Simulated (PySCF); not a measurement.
## Static response to an electric field

Species: C7H4NOP.
Cartesian coordinates in Å at the GFN2-xTB level; atoms count from 1:
```xyz
14
C7H4NOP angstrom
N     -3.979    0.794    0.549
C     -2.875    0.575    0.331
C     -1.512    0.305    0.048
C     -0.643    0.109    1.127
C      0.697   -0.158    0.941
C      1.294   -0.256   -0.310
C      2.720   -0.542   -0.449
O      3.261   -0.631   -1.523
P      0.485   -0.064   -1.858
C     -1.122    0.251   -1.283
H     -1.044    0.172    2.128
H      1.323   -0.301    1.813
H      3.278   -0.674    0.497
H     -1.885    0.418   -2.034
```

Level: CAM-B3LYP/def2-SVPD (PySCF), static field, nuclei fixed, core orbitals frozen in the response. The polarisability tensor in these axes (au):

```
x   161.19 -19.79 -14.02
y   -19.79  66.03   1.85
z   -14.02   1.85 115.71
```

Question: What are the eigenvalues, a third of the trace, and Δα (Δα² = ½Σ(αi − αj)² over the three pairs)?

Answer: Principal values 62.06, 111.98 and 168.89 au; mean 114.31 au = 16.94 Å³ = 18.85 × 10⁻⁴⁰ C²·m²/J; Δα = 92.59 au (81 % of the mean).

Question: What is the dipole moment, and where does it point?

Answer: (1.56, -0.36, 2.22) D, 2.74 D in size, pointing from the negative to the positive side. Measured along this direction, the outermost atoms are H14 at the negative end and H13 and H12 at the positive end.

Question: Sum over states: ᾱ = Σ f/ω², ω in Eh. What share falls to these 8 lowest TDDFT singlets (eV, f)? 3.42, 0.0014; 4.22, 0.0818; 4.48, 0.0067; 4.60, 0.0976; 5.14, 0.0045; 5.66, 0.6987; 5.85, 0.0030; 6.04, 0.0959.

Answer: They add up to 25.46 au, 22.3 % of the 114.31 au; the largest single term is 16.17 au, from the state at 5.66 eV. Terms in order: 0.09, 3.41, 0.25, 3.42, 0.13, 16.17, 0.06, 1.95 au. Higher excitations give the rest. The strengths listed sum to 0.989.

Question: Refractivity n − 1 of an ideal gas of it at 350 K and 1 atm, from the electronic α?

Answer: N = p/kT = 2.0968 × 10¹⁹ cm⁻³, so n − 1 = 2π × N × 16.94 × 10⁻²⁴ cm³ = 2232 × 10⁻⁶ at long wavelengths.

Question: Along which axes do the principal values lie, and how far do the nuclei extend along each?

Answer: Largest value along (0.95, -0.19, -0.26), where the nuclei span 7.66 Å; middle along (0.25, -0.07, 0.97), 4.56 Å; least along (0.20, 0.98, 0.02), 0.00 Å. The response follows the extents in order.

Question: Orientational against electronic polarisability at 298 K (dilute gas, rigid molecules)?

Answer: In Gaussian units μ²/3kT = 60.63 Å³ against 16.94 Å³, a ratio of 3.58; the Debye molar polarisation (4π/3)N_A(α + μ²/3kT) is 195.7 cm³/mol, leaving out the vibrational part.

Question: What depolarisation ratio follows for Rayleigh scattering of linearly polarised light, taking the static tensor?

Answer: ρ = 3Δα²/(45ᾱ² + 4Δα²) = 25717.9/(588011 + 34290.5) = 0.0413.

The structure is a single GFN2-xTB conformer in the gas phase; no vibrational or solvent corrections.
